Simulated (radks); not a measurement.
The mean radii <r> (bohr) of the occupied orbitals of an atom or ion are listed with their occupations. Method: Dirac Kohn-Sham, BLYP, spin-unpolarised, spherical densities, finite nucleus; Fermi nuclear charge, rms radius of each element as measured or else 0.836 A^(1/3) + 0.57 fm; computed with a radial shooting solver on a logarithmic mesh with Libxc functionals.

| orbital | occ. | <r> |
|---|---|---|
| 1s1/2 | 2 | 0.01773 |
| 2s1/2 | 2 | 0.07409 |
| 2p1/2 | 2 | 0.06114 |
| 2p3/2 | 4 | 0.06928 |
| 3s1/2 | 2 | 0.1895 |
| 3p1/2 | 2 | 0.1793 |
| 3p3/2 | 4 | 0.1931 |
| 3d3/2 | 4 | 0.1679 |
| 3d5/2 | 6 | 0.1721 |

Name the element and its charge. Open shells, if any, fill j = l - 1/2 first.

Answer. Z = 76, osmium, charge +48: Os48+ in [Ar] 3d10. The 1s radius gives Z: for a bare nucleus <r> = (2 gamma + 1)/(2Z) with gamma = sqrt(1 - (Z/c)^2), 0.01753 bohr for Z = 76, and screening makes it slightly larger (0.01773 here). The occupations add up to 28, and the charge is Z minus that.
